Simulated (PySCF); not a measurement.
# Dipole moment and polarisability of `C=C/C(=C(/F)Cl)C(F)(F)F`

Species: C₅H₃ClF₄.
Geometry (GFN2-xTB, Å), atoms numbered from 1 in this order:
```
atom  x, y, z in Å
C1     1.805   -0.571    0.679
C2     1.136    0.231   -0.144
C3    -0.310    0.283   -0.298
C4    -0.906    1.136   -1.148
F5    -2.222    1.213   -1.308
Cl6   -0.086    2.248   -2.148
C7    -1.132   -0.665    0.546
F8    -2.448   -0.581    0.358
F9    -0.927   -0.457    1.857
F10   -0.801   -1.946    0.311
H11    1.334   -1.284    1.332
H12    2.879   -0.530    0.717
H13    1.673    0.925   -0.772
```

Level: PBE0/def2-SVPD (PySCF), static field, nuclei fixed, core orbitals frozen in the response. The polarisability tensor in these axes (au):

```
x    84.73 -10.16  11.98
y   -10.16  80.45 -26.71
z    11.98 -26.71  79.53
```

Question: What are the eigenvalues, a third of the trace, and Δα (Δα² = ½Σ(αi − αj)² over the three pairs)?

Answer: Principal values 53.20, 76.67 and 114.84 au; mean 81.57 au = 12.09 Å³ = 13.45 × 10⁻⁴⁰ C²·m²/J; Δα = 53.89 au (66 % of the mean).

Question: What is the dipole moment, and where does it point?

Answer: (2.07, 0.87, -0.68) D, 2.34 D in size, pointing from the negative to the positive side. Measured along this direction, the outermost atoms are F8 at the negative end and H12 and H13 at the positive end.

Question: In a dilute gas of rigid molecules at 400 K, how does the orientational term μ²/3kT compare with the electronic polarisability?

Answer: In Gaussian units μ²/3kT = 33.10 Å³ against 12.09 Å³, a ratio of 2.74; the Debye molar polarisation (4π/3)N_A(α + μ²/3kT) is 114.0 cm³/mol, leaving out the vibrational part.

Question: Give the eigenvalues of the traceless quadrupole moment Θ = ½Σq(3rr − r²1), origin at the centre of nuclear charge.

Answer: -3.38, 0.21, 3.18 D·Å. The values depend on the origin, since the dipole doesn't vanish. The electronic extent ⟨r²⟩ about the same centre is 1634 bohr², a root-mean-square distance of 2.31 Å for the 86 electrons.

Question: Estimate the molar refractivity from the static electronic polarisability.

Answer: Lorentz–Lorenz: R = (4π/3)N_A α = 2.5225 cm³/(mol·Å³) × 12.09 Å³ = 30.5 cm³/mol, in the limit of long wavelengths.

Question: In TDDFT the mean static polarisability is Σ f/ω² over all singlet excitations (ω in hartree). How much of it do the 6 lowest give? Their energies (eV) and oscillator strengths: 5.51, 0.5715; 6.22, 0.0001; 6.70, 0.0093; 6.84, 0.0082; 6.96, 0.0001; 7.41, 0.0006.

Answer: They add up to 14.22 au, 17.4 % of the 81.57 au; the largest single term is 13.93 au, from the state at 5.51 eV. Terms in order: 13.93, 0.00, 0.15, 0.13, 0.00, 0.01 au. Higher excitations give the rest. The strengths listed sum to 0.590.

Question: Find the Langevin capture rate constant for H3O+ (19.018 u) meeting this molecule (173.986 u), k = 2.342 × 10⁻⁹ cm³/s × √(α in Å³ / reduced mass in u).

Answer: The reduced mass is 17.14 u, so k = 1.97 × 10⁻⁹ cm³/s. The formula leaves out the permanent dipole, which adds to the capture rate.

Isolated species at its GFN2-xTB geometry (one conformer only).
